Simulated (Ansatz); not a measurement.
TiBr₄. The state is a triplet with charge 0. Geometry PBE0-D4/def2-SVP, that of the neutral singlet; atoms count from 1.

```tsv
atom	x (Å)	y (Å)	z (Å)
Ti1	0.0000	0.0000	0.0000
Br2	-1.3079	-0.8545	-1.6968
Br3	1.7983	1.1239	-0.9071
Br4	0.7619	-1.7259	1.3269
Br5	-1.2522	1.4565	1.2770
```

At PBE0-D4/def2-TZVP a singlet of charge 0 lies 3.02 eV below the triplet at the same geometry.

**Question.** Estimate the Mulliken populations from the PBE0/def2-TZVP orbitals of Ansatz.

**Answer.** 
| atom | charge (e) | spin (α − β) | d electrons |
| --- | --- | --- | --- |
| Ti1 | 0.89 | 0.87 | 2.50 |
| Br2 | -0.22 | 0.28 | – |
| Br3 | -0.22 | 0.28 | – |
| Br4 | -0.22 | 0.28 | – |
| Br5 | -0.22 | 0.28 | – |
Mulliken values depend strongly on the basis.

**Question.** Where does the spin sit?

**Answer.** Summed by element: Ti 0.87, Br 1.13, of 2 unpaired in all. Largest on single atoms: Ti1 0.87, Br3 0.28, Br4 0.28.

**Question.** And the Mayer bond orders between heavy atoms (over 0.3)?

**Answer.** Ti1–Br2 0.94 (2.31 Å); Ti1–Br3 0.94 (2.31 Å); Ti1–Br4 0.94 (2.31 Å); Ti1–Br5 0.94 (2.31 Å).
